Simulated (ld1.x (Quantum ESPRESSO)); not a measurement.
# Which change was made? (Zn, PAW)

ld1.x (Quantum ESPRESSO) 7.5 input, shortened:

```
&input
   title='Zn', zed=30., rel=1, dft='PZ', iswitch=3,
   config='[Ar] 3d9 4s0 4p0'
 /
 &inputp
   pseudotype=3, lpaw=.true., tm=.true., lloc=-1, rcloc=0.85,
   nlcc=.true., new_core_ps=.true.,
   which_augfun='PSQ', rmatch_augfun_nc=.true.
 /
6
3S  1  0   2.00   0.00  0.95  1.05  0.0
4S  2  0   0.00   0.00  0.95  1.05  0.0
3P  2  1   6.00   0.00  1.10  1.45  0.0
4P  3  1   0.00   0.00  1.10  1.45  0.0
3D  3  2   9.00   0.00  0.95  1.20  0.0
3D  3  2   0.00  -3.15  0.95  1.20  0.0
 &test
   configts(1)='3s2 3p6 3d9 4s0 4p0'
 /
```

Cutoffs, loose and tight: the cutoffs (Ry, on a coarse ladder) from which the occupation-weighted sum of valence levels, in a spherical-Bessel basis at the reference potential, stays within 10 and 1 mRy of its value at 400 Ry. They do not see the model core or the augmentation charge, which bear on the density cutoff. Test errors are all-electron minus pseudo excitation energies from the reference, over the configurations 3s2 3p6 3d10 4s2 4p0; 3s2 3p6 3d10 4s1 4p0; 3s2 3p6 3d10 4s0 4p0; 3s2 3p6 3d9 4s2 4p0; 3s2 3p6 3d8 4s0 4p0; 3s2 3p5 3d10 4s2 4p0; 3s2 3p6 3d10 4s1 4p1 (two spin-polarised tests are not counted in the largest error); variants that change the core or the reference have their own tests. The largest error is taken over the tests solved by every variant that gives reliable tests at all, those not shown here included: 3s2 3p6 3d10 4s0 4p0; 3s2 3p6 3d10 4s1 4p0; 3s2 3p6 3d10 4s2 4p0; 3s2 3p6 3d9 4s2 4p0.

The base gives: outcome: generated; cutoff, loose: 100 Ry; cutoff, tight: 180 Ry; bound ghosts: none; largest test error (meV): +6.7.

Task: After one change the result is: outcome: generated, overlap not positive; bound ghosts: not determined (overlap not positive); largest test error (meV): -660. Which change was it?
A. all radii but the core radius scaled by about 1.23 (s 1.30, p 1.78, d 1.48 bohr, rcut 1.18/1.36/1.18); local potential all-electron potential smoothed inside 1.04 bohr (lloc = -1)
B. waves 3p (bound): rcut 1.00, rcutus 1.06 bohr; 4p (bound): rcut 1.00, rcutus 1.06 bohr
C. reference 3s2 3p6 3d10 4s2 4p0

Result: C. The others give: waves 3p (bound): rcut 1.00, rcutus 1.06 bohr; 4p (bound): rcut 1.00, rcutus 1.06 bohr → outcome: generated, overlap not positive; bound ghosts: not determined (overlap not positive); largest test error (meV): +7.9 | all radii but the core radius scaled by about 1.23 (s 1.30, p 1.78, d 1.48 bohr, rcut 1.18/1.36/1.18); local potential all-electron potential smoothed inside 1.04 bohr (lloc = -1) → outcome: generated; cutoff, loose: 50 Ry; cutoff, tight: 90 Ry; bound ghosts: none; largest test error (meV): +11. A file whose overlap is not positive is unfit for use, and its test errors describe a broken file.
